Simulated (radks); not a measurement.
Trend from Mg to Ar: ionisation energy by Delta-SCF between NIST ground configurations, and size. Method: non-relativistic Kohn-Sham, PBE, spin-polarised, spherical densities, point nucleus; open shells are filled with parallel spins first; computed with a radial shooting solver on a logarithmic mesh with Libxc functionals.

| species | configuration | IE (eV) | NIST (eV) | kind | -e(HOMO) (eV) | outermost | <r> outermost (bohr) | r at 0.001 e/bohr^3 (bohr) |
|---|---|---|---|---|---|---|---|---|
| Mg | [Ne] 3s2 | 7.612 | 7.646 | exp. | 4.699 (3s) | 3s | 3.16 | 4.52 |
| Al | [Ne] 3s2 3p1 | 5.964 | 5.986 | exp. | 3.018 (3p) | 3p | 3.40 | 4.54 |
| Si | [Ne] 3s2 3p2 | 8.275 | 8.152 | exp. | 4.630 (3p) | 3p | 2.74 | 4.41 |
| P | [Ne] 3s2 3p3 | 10.550 | 10.487 | exp. | 6.294 (3p) | 3p | 2.33 | 4.22 |
| S | [Ne] 3s2 3p4 | 10.246 | 10.360 | exp. | 5.991 (3p) | 3p | 2.12 | 4.07 |
| Cl | [Ne] 3s2 3p5 | 13.063 | 12.968 | exp. | 8.134 (3p) | 3p | 1.86 | 3.91 |
| Ar | [Ar] | 15.812 | 15.760 | exp. | 10.286 (3p) | 3p | 1.66 | 3.75 |

Reference values: NIST Atomic Spectra Database (exp. = measured, semi-emp. = semi-empirical, theory = theoretical value adopted there). Open shells are spherical and high-spin; term and fine-structure splittings are not resolved.
